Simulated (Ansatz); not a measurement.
A search over several starts for the lowest SCF solution of the cluster Mg3O2⁺ at the given spin, in a small basis.

```yaml
crystal:
  periodic: [false, false, false]
  atoms:
    - {symbol: Mg, position_ang: [-1.065705, 0.732976, 0.980565]}
    - {symbol: Mg, position_ang: [1.235636, 0.050238, 0.019742]}
    - {symbol: Mg, position_ang: [-0.158339, -1.520408, -1.946737]}
    - {symbol: O, position_ang: [0.693063, 1.156186, 1.458628]}
    - {symbol: O, position_ang: [-0.704664, -0.418991, -0.512208]}
basis:
  gaussian: {orbitals: def2-SVP}
total_charge: 1
magnetization: {spin_polarized: true, initial_magnetization: 1}
hamiltonian: {xc: pbe0, dispersion: d4}
output: {orbitals: {seedname: orbitals}}
```

```sh
$ ansatz run in.yaml --threads 4 --pin off --events-out ev --progress --plain --max-ram 3916MiB
```

It prints (some lines left out):

```
Functional definition: PBE0
702 factors; integrals over basis functions are off by at most 2.6e-4 eV
mean field evaluation 1: about -20363.4566 eV, gradient 9.4e1 eV
mean field evaluation 2: about -19930.6782 eV, gradient 1.9e2 eV
mean field evaluation 4: about -20296.8393 eV, gradient 1.1e2 eV
mean field evaluation 8: about -20401.3565 eV, gradient 2.9e-1 eV
mean field evaluation 16: about -20401.6585 eV, gradient 4.3e-3 eV
mean field -20401.65849810 eV, -749.7471210645 hartree, gradient 2.0e-5 eV, S^2 0.752750; 0 other end points of the search recorded, 0 dependent functions left out
reference -20401.65853988 eV, -749.7471225996 hartree; 26, 25 occupied and 56, 57 virtual orbitals, 702 factors
Total energy: -20401.75145846 eV, -749.7505372947 hartree
```

It took 1.9 s on 4 threads of Arm Neoverse V2 on a shared host.

Another isomer (singlet) lies 0.04 eV lower at PBE0-D4/def2-TZVP.
